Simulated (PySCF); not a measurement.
## A search over the determinants of CuB

Unrestricted PBE0; basis Cu def2-TZVPP, B def2-TZVPP; no relativity; PySCF 2.14. Outer shells of the fragments: Cu 3d10 4s1; B 2s2 2p1.

Followed along the bond (rough minima from three points):

```csv
2Ms+1,unpaired,⟨S²⟩ at the start,R at minimum (Å),Te (eV)
1,none,0.00,1.96,0.00
3,"σ ↑, π ↑",2.02,1.90,0.41
1,"σ ↑, π ↓",1.02,1.91,0.72
5,"σ ↑↑, π ↑↑",6.01,1.88,3.34
```

Solutions found at the starting distance of 1.950 Å, counted from the lowest of them; the search is not exhaustive and high or unbound solutions are not listed, so other states can lie among these:

```csv
2Ms+1,unpaired,term,E (eV),⟨S²⟩,⟨Lz²⟩,μ (D)
1,none,¹Σ⁺,0.00,0.00,0.00,-1.82
3,"σ ↑, π ↑",³Π,0.42,2.02,1.01,-2.60
1,"σ ↑, π ↓",mixed,0.73,1.02,1.01,-2.73
3,σ ↑↑,³Σ⁺,1.65,2.01,0.00,2.91
3,π ↑↑,³Σ⁻,2.05,2.08,0.00,-4.02
1,π ↑↓,mixed,2.33,1.01,2.02,-4.02
```

A term symbol is given only where ⟨S²⟩ and ⟨Lz²⟩ are close to those of a pure state; real π, δ and φ orbitals otherwise mix terms. A positive dipole means Cu(−)B(+).
